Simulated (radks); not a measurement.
Problem. All-electron atom: Te2+ in [Kr] 4d10 5s2 5p2. Method: scalar-relativistic Kohn-Sham, PBE, spin-polarised, spherical densities, finite nucleus; open shells are filled with parallel spins first (spin-orbit coupling, left out, can overturn this in heavy ions); Fermi nuclear charge, rms radius 4.7423 fm; computed with a radial shooting solver on a logarithmic mesh with Libxc functionals. Some entries of the table are withheld. Estimate them.

orbital  occ.  eigenvalue (eV)  <r> (bohr)
1s up       1        -31646.58     0.02781
1s down     1        -31646.51     0.02781
2s up       1        -4869.578      0.1199
2s down     1        -4869.551      0.1199
2p up       3        -4373.550      0.1048
2p down     3        -4373.497      0.1048
3s up       1        -984.6594      0.3221
3s down     1        -984.6024      0.3221
3p up       3        -823.3965      0.3202
3p down     3        -823.3312      0.3202
3d up       5        -579.5345      0.2968
3d down     5        -579.4730      0.2968
4s up       1        -183.7844      0.7645
4s down     1        -183.6427      0.7644
4p up       3        -133.8087         (1)
4p down     3        -133.6562         (2)
4d up       5         -61.0336      0.9704
4d down     5         -60.7537      0.9653
5s up       1         -33.4316       1.979
5s down     1         -31.7239       1.969
5p up       2         -23.0572       2.332
5p down     0         -21.2525       2.347

Solution. 
(1) 4p up <r> (bohr): 0.8210
(2) 4p down <r> (bohr): 0.8204
